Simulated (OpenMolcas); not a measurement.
Au5+ among 6 point charges of -1.7 e arranged as an octahedron (Oh), 2.06 Å from the ion.

```
Program             : OpenMolcas 26.06
Method              : CASSCF
Basis               : ANO-RCC-VTZP [8s7p5d3f1g]
Scalar Hamiltonian  : DKH2, point nucleus
Active space        : 6 electrons in 5 orbitals (5d)
State averaging     : 2S+1 = 5 even, 5 roots; 2S+1 = 3 even, 45 roots; 2S+1 = 1 even, 50 roots
Spin-orbit coupling : state interaction with AMFI integrals over the reference wave functions
```

Q: What is the spin-free ground state (labels of O, the rotations of Oh)?

A: 5T2, 3-fold in its orbital part, 100 % from free-ion D terms; it has the highest spin that d6 allows.

Q: Where is the first state of the same spin?

A: 5E at 4800 cm-1 above the ground state.

Q: What are the lowest two levels with spin-orbit coupling?

A: A 3-fold level T2, then a 2-fold level E 69.6 cm-1 above it. Their leading multiplicities are 5 (82 %) and 5 (76 %).

Q: What is χT at 300 K?

A: 4.83 cm3 K/mol.

Q: Which ligand-field parameters describe the states?

A: A least-squares ligand-field fit to the states below 45000 cm-1, each weighted by its degeneracy and with a free common offset, gives 10Dq = 4723 cm-1, B = 1004 cm-1 and C = 4173 cm-1 (C/B = 4.16), with an rms deviation of 50 cm-1. 

An orbital triplet at a regular site is open to Jahn-Teller coupling, which can distort the site and quench the lowest spin-orbit gaps and is left out. Without dynamic correlation the repulsion within the d shell is too large (B by tens of per cent), so at a given field states of lower spin stand too high. Point charges give a weaker field than real ligands, and real ions of this kind are as a rule low spin; the high spin found here belongs to the model. This field is weak: 10Dq is about 4723 cm-1, while octahedral complexes of 5d ions of charge 3 and more, computed by the same method with explicit ligands, had a median near 35000 cm-1. Ground spin and moment need not be those of a real site. The ground term spreads over less than 5000 cm-1, several times less than with real ligands, so orbital moments are less quenched and χT lies further from the spin-only value than at real sites. This is an electrostatic model: the charges have no orbitals. No measured value stands beside these numbers.
